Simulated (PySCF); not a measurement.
Isomers of C6H13NOSi2.

All values: PBE0/pcSseg-1 (PySCF) at GFN2-xTB geometries, gas phase, one conformer each.

Question: Rank by the lowest IAO charge on any atom, highest value first.
A. `[SiH3:1][CH2:2][SiH2:3][CH2:4][CH2:5][c:6]1[n:7][cH:8][cH:9][o:10]1` with Si1–C2–Si3–C4 -174°, C2–Si3–C4–C5 -64°, Si3–C4–C5–C6 67°, C4–C5–C6–N7 -126°
B. `[CH3:1][O:2][C@@H:3]1[CH2:4][C@@H:5]([CH2:6][C:7]#[N:8])[SiH2:9][SiH2:10]1` with C1–O2–C3–C4 -153°, C4–C5–C6–C7 60°, O2–C3–C4–C5 -64°, C3–C4–C5–C6 -179°, C4–C5–Si9–Si10 26°, C5–Si9–Si10–C3 0°
C. `[CH3:1][C:2](=[O:3])[NH:4][C:5]1=[C:6]([CH2:7][SiH3:8])[CH2:9][SiH2:10]1` with C1–C2–N4–C5 180°, C2–N4–C5–C6 179°, C5–C6–C7–Si8 92°
D. `[CH3:1][CH2:2][O:3][C@@H:4]1[CH2:5][C@@H:6]([C:7]#[N:8])[SiH2:9][SiH2:10]1` with C1–C2–O3–C4 -175°, C2–O3–C4–C5 -74°, O3–C4–C5–C6 -56°, C4–C5–C6–C7 -174°, C5–C6–Si9–Si10 22°, C6–Si9–Si10–C4 5°
E. `[CH3:1][CH2:2][SiH2:3][NH:4][SiH2:5][c:6]1[cH:7][cH:8][cH:9][o:10]1` with C1–C2–Si3–N4 178°, C2–Si3–N4–Si5 -175°, Si3–N4–Si5–C6 -18°, N4–Si5–C6–C7 -151°
F. `[CH3:1][N:2]([SiH3:3])[CH2:4][SiH2:5][c:6]1[cH:7][cH:8][cH:9][o:10]1` with C1–N2–C4–Si5 69°, N2–C4–Si5–C6 -179°, C4–Si5–C6–C7 -126°

Answer: B (-0.399 e), D (-0.422 e), F (-0.501 e), C (-0.546 e), A (-0.824 e), E (-0.944 e).

Question: Rank by HOMO–LUMO gap, highest first.
A. `[CH3:1][C:2](=[O:3])[NH:4][C:5]1=[C:6]([CH2:7][SiH3:8])[CH2:9][SiH2:10]1` with C1–C2–N4–C5 180°, C2–N4–C5–C6 179°, C5–C6–C7–Si8 92°
B. `[CH3:1][CH2:2][SiH2:3][NH:4][SiH2:5][c:6]1[cH:7][cH:8][cH:9][o:10]1` with C1–C2–Si3–N4 178°, C2–Si3–N4–Si5 -175°, Si3–N4–Si5–C6 -18°, N4–Si5–C6–C7 -151°
C. `[CH3:1][CH2:2][O:3][C@@H:4]1[CH2:5][C@@H:6]([C:7]#[N:8])[SiH2:9][SiH2:10]1` with C1–C2–O3–C4 -175°, C2–O3–C4–C5 -74°, O3–C4–C5–C6 -56°, C4–C5–C6–C7 -174°, C5–C6–Si9–Si10 22°, C6–Si9–Si10–C4 5°
D. `[SiH3:1][CH2:2][SiH2:3][CH2:4][CH2:5][c:6]1[n:7][cH:8][cH:9][o:10]1` with Si1–C2–Si3–C4 -174°, C2–Si3–C4–C5 -64°, Si3–C4–C5–C6 67°, C4–C5–C6–N7 -126°

Answer: C (7.27 eV), D (6.96 eV), B (6.56 eV), A (5.91 eV).

Question: Rank by the lowest Hirshfeld charge on any atom, highest value first.
A. `[CH3:1][O:2][C@@H:3]1[CH2:4][C@@H:5]([CH2:6][C:7]#[N:8])[SiH2:9][SiH2:10]1` with C1–O2–C3–C4 -153°, C4–C5–C6–C7 60°, O2–C3–C4–C5 -64°, C3–C4–C5–C6 -179°, C4–C5–Si9–Si10 26°, C5–Si9–Si10–C3 0°
B. `[SiH3:1][CH2:2][SiH2:3][CH2:4][CH2:5][c:6]1[n:7][cH:8][cH:9][o:10]1` with Si1–C2–Si3–C4 -174°, C2–Si3–C4–C5 -64°, Si3–C4–C5–C6 67°, C4–C5–C6–N7 -126°
C. `[CH3:1][C:2](=[O:3])[NH:4][C:5]1=[C:6]([CH2:7][SiH3:8])[CH2:9][SiH2:10]1` with C1–C2–N4–C5 180°, C2–N4–C5–C6 179°, C5–C6–C7–Si8 92°
D. `[CH3:1][CH2:2][SiH2:3][NH:4][SiH2:5][c:6]1[cH:7][cH:8][cH:9][o:10]1` with C1–C2–Si3–N4 178°, C2–Si3–N4–Si5 -175°, Si3–N4–Si5–C6 -18°, N4–Si5–C6–C7 -151°
E. `[CH3:1][N:2]([SiH3:3])[CH2:4][SiH2:5][c:6]1[cH:7][cH:8][cH:9][o:10]1` with C1–N2–C4–Si5 69°, N2–C4–Si5–C6 -179°, C4–Si5–C6–C7 -126°

Answer: E (-0.175 e), A (-0.230 e), C (-0.241 e), B (-0.252 e), D (-0.334 e).

All values together:

```
                             SMILES  μ (D)  HOMO (eV)  LUMO (eV)  lowest IAO charge (e)  highest IAO charge (e)  lowest Hirshfeld charge (e)  highest Hirshfeld charge (e)
             [SiH3]C[SiH2]CCc1ncco1   1.91      -7.10      -0.14             -0.824 (C)             +0.754 (Si)                   -0.252 (C)                   +0.336 (Si)
             CC[SiH2]N[SiH2]c1ccco1   0.36      -6.71      -0.15             -0.944 (N)             +0.912 (Si)                   -0.334 (N)                   +0.366 (Si)
CCO[C@@H]1C[C@@H](C#N)[SiH2][SiH2]1   4.57      -7.72      -0.46             -0.422 (C)             +0.456 (Si)                   -0.247 (N)                   +0.260 (Si)
       CC(=O)NC1=C(C[SiH3])C[SiH2]1   3.79      -6.12      -0.21             -0.546 (C)             +0.784 (Si)                   -0.241 (O)                   +0.317 (Si)
           CN([SiH3])C[SiH2]c1ccco1   0.88      -6.00      -0.17             -0.501 (N)             +0.737 (Si)                   -0.175 (N)                   +0.338 (Si)
CO[C@@H]1C[C@@H](CC#N)[SiH2][SiH2]1   3.87      -7.13      -0.13             -0.399 (O)             +0.419 (Si)                   -0.230 (N)                   +0.236 (Si)
```

Conformers: `[SiH3:1][CH2:2][SiH2:3][CH2:4][CH2:5][c:6]1[n:7][cH:8][cH:9][o:10]1` with Si1–C2–Si3–C4 -174°, C2–Si3–C4–C5 -64°, Si3–C4–C5–C6 67°, C4–C5–C6–N7 -126°; `[CH3:1][CH2:2][SiH2:3][NH:4][SiH2:5][c:6]1[cH:7][cH:8][cH:9][o:10]1` with C1–C2–Si3–N4 178°, C2–Si3–N4–Si5 -175°, Si3–N4–Si5–C6 -18°, N4–Si5–C6–C7 -151°; `[CH3:1][CH2:2][O:3][C@@H:4]1[CH2:5][C@@H:6]([C:7]#[N:8])[SiH2:9][SiH2:10]1` with C1–C2–O3–C4 -175°, C2–O3–C4–C5 -74°, O3–C4–C5–C6 -56°, C4–C5–C6–C7 -174°, C5–C6–Si9–Si10 22°, C6–Si9–Si10–C4 5°; `[CH3:1][C:2](=[O:3])[NH:4][C:5]1=[C:6]([CH2:7][SiH3:8])[CH2:9][SiH2:10]1` with C1–C2–N4–C5 180°, C2–N4–C5–C6 179°, C5–C6–C7–Si8 92°; `[CH3:1][N:2]([SiH3:3])[CH2:4][SiH2:5][c:6]1[cH:7][cH:8][cH:9][o:10]1` with C1–N2–C4–Si5 69°, N2–C4–Si5–C6 -179°, C4–Si5–C6–C7 -126°; `[CH3:1][O:2][C@@H:3]1[CH2:4][C@@H:5]([CH2:6][C:7]#[N:8])[SiH2:9][SiH2:10]1` with C1–O2–C3–C4 -153°, C4–C5–C6–C7 60°, O2–C3–C4–C5 -64°, C3–C4–C5–C6 -179°, C4–C5–Si9–Si10 26°, C5–Si9–Si10–C3 0°.
